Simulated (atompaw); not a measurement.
**What one change does to a pseudopotential (N, PAW (atompaw))**

nitrogen, PAW, made with atompaw 4.2.0.5 (PBE, non-relativistic). Core [He], reference 2s2 2p3. Waves: 2s (bound): rc 1.60 bohr; 2s channel at -0.75 Ry: rc 1.60 bohr; 2p (bound): rc 1.60 bohr; 2p channel at 1.35 Ry: rc 1.60 bohr; 3d channel at 0.05 Ry: rc 1.45 bohr. Local part: troulliermartins scheme with l = 3 at 0 Ry, radius 1.10 bohr. Core correction: smooth core density matched at 1.40 bohr. Augmentation charge: sinc compensation charge, radius 1.25 bohr; PAW radius 1.60 bohr; waves and projectors: custom polynom gramschmidtortho.

Change: wave 2p (bound): rc 1.60 bohr becomes 2p (bound): rc 1.50 bohr.

Cutoffs: the cutoffs (Ry, on a coarse ladder) from which the occupation-weighted sum of valence levels, in a spherical-Bessel basis at the reference potential, stays within 10 and 1 mRy of its value at 400 Ry; they do not see the model core or the augmentation charge, which bear on the density cutoff.

Task: What does the change do?

Result: The potential gets harder (25 Ry and 40 Ry → 30 Ry and 50 Ry); the range in which the p phases agree narrows (upper end at the end of the scan → 3.7); neither file shows a bound ghost.

```csv
quantity,base,changed
"cutoff, loose",25 Ry,30 Ry
"cutoff, tight",40 Ry,50 Ry
loose cutoff by channel (10 mRy a level),"s 10 Ry, p 21 Ry","s 10 Ry, p 25 Ry"
bound ghosts,none,none
s: phases at 1.60 bohr within 0.05 rad from the reference energy up to (Ry; the scan ends near 5),to the end of the scan,to the end of the scan
p: phases at 1.60 bohr within 0.05 rad from the reference energy up to (Ry; the scan ends near 5),to the end of the scan,3.7
d: phases at 1.60 bohr within 0.05 rad from the reference energy up to (Ry; the scan ends near 5),3.1,3.1
lowest overlap eigenvalue by channel,"s 0.44, p 0.93, d 1.00","s 0.44, p 0.89, d 1.00"
```

 The cutoffs see the waves, projectors and local potential, not the compensation charge or the core.
